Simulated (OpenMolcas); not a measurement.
## Pt2+: moving the ligands

Pt2+ with 6 ligands (fluoride) in trigonal prismatic coordination (D3h) at 2.11 Å, a polar angle of 49.6° against the regular 49.1°. A charge of +0.667 e stands 2.8 Å behind each ligand. Ligand basis ANO-RCC-VDZP.

```
Program             : OpenMolcas 26.06
Method              : SS-CASPT2, IPEA 0.25 Eh, imaginary shift 0.1 Eh (the 30 lowest orbitals frozen, all others correlated)
Basis               : ANO-RCC-VTZP [8s7p5d3f1g]
Scalar Hamiltonian  : DKH2, point nucleus
Active space        : 8 electrons in 5 orbitals (5d)
State averaging     : 2S+1 = 3 even, 10 roots; 2S+1 = 1 even, 15 roots
Spin-orbit coupling : state interaction with AMFI integrals over the reference wave functions
```

Runs around this geometry, states (labels of D3, the rotations of D3h). Energies in cm-1 above the lowest state or level, χT in cm3 K/mol.

```tsv
R (Å)	Polar angle / regular	Ground state	First state of that spin	First gap with spin-orbit (degeneracies)	χT at 300 K	First state of another spin
2.06	1.01	3A2	3A1 10800	1340 (1, 2)	0.724	1E 7970
2.11	1.01	3A2	3A1 9380	1310 (1, 2)	0.794	1E 8150
2.25	1.01	3A2	3A1 6310	1180 (1, 2)	1.052	1E 8530
2.11	1.111	3A2	3A1 7050	1410 (1, 2)	0.799	1E 8090
```

Taking the first state of the same spin as R^-n, n = -ln(6310 / 10800) / ln(2.25 / 2.06) = 6.1 between the shortest and longest distance.

Roots that are degenerate in the reference are averaged as groups; the widest CASPT2 spread within a group is 110 cm-1 (the 2-fold group of multiplicity 1 near 27200 cm-1 above the lowest state of its run, R = 2.25, ratio = 1.01). Shifts and gaps below about the spread of the groups concerned are not significant. Over all roots computed the reference weight is 0.68 to 0.69 in R = 2.06 in ratio = 1.01, 0.68 to 0.69 in R = 2.11 in ratio = 1.01, 0.68 to 0.69 in R = 2.25 in ratio = 1.01, 0.68 to 0.69 in R = 2.11 in ratio = 1.111; a low but even weight reflects the number of correlated electrons. Real 4d8 and 5d8 ions are as a rule square planar and diamagnetic. Ligand-to-metal charge-transfer states are missing. With no ligand orbital active B as a rule stays too high, so bands that hang on it stand too high and its fall with covalency is understated. Free-ion shares, where given, are those of the reference states; single-state CASPT2 does not remix them (holds for R = 2.25, ratio = 1.01). No measured value stands beside these numbers; the geometry was imposed, not optimised, and the real ion may take another.
